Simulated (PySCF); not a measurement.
Ga(F)2(OMe) (CH₃F₂GaO), SMILES C[O][Ga]([F])[F]. Atoms are numbered in the order given.

```xyz
8

Ga     0.1828     0.2317     0.2219
F      1.5563     1.2336     0.5526
F     -1.0769     0.1421     1.4214
O      0.0573    -0.6728    -1.2776
C     -1.0604    -1.4988    -1.5709
H     -1.5516    -1.1384    -2.4905
H     -0.7149    -2.5313    -1.7478
H     -1.8111    -1.5180    -0.7613
```
Charge 0, spin multiplicity 1.

Coordinates come from a r2SCAN-D4/def2-SVP optimisation. The structure was generated by enumeration; whether it is a known compound was not checked. Other conformers were not sampled.

The numbers are results of r2SCAN-D4/def2-SVP (PySCF 2.14.0), not measurements.

Frequencies are harmonic and unscaled.

Question: List the normal modes with their intensities. (An estimate is asked for; the answer gives what the named calculation found.)

Answer: 
```csv
mode,ν (cm⁻¹),IR (km/mol),moving atoms (share of kinetic energy)
1,68,1.2,"H 79 %, O 16 %"
2,99,0.3,"H 34 %, F 21 %, O 21 %, C 18 %"
3,102,5.2,"F 45 %, C 29 %, H 15 %, Ga 11 %"
4,184,31.5,"F 80 %, Ga 14 %"
5,191,47.6,"Ga 41 %, F 34 %, O 22 %"
6,274,17.6,"O 37 %, C 24 %, Ga 15 %, H 14 %, F 11 %"
7,624,6.9,"O 47 %, F 33 %, C 11 %"
8,724,78.0,"F 58 %, Ga 26 %, O 11 %"
9,757,72.2,"F 70 %, Ga 28 %"
10,1104,197.4,"O 49 %, C 41 %, H 9 %"
11,1170,0.3,"H 78 %, C 18 %"
12,1196,12.3,"H 67 %, C 20 %, O 13 %"
13,1468,15.3,"H 89 %, C 10 %"
14,1470,2.2,H 96 %
15,1478,6.2,H 97 %
16,3002,68.6,H 98 %
17,3099,24.1,"H 90 %, C 10 %"
18,3106,25.9,"H 90 %, C 10 %"
```
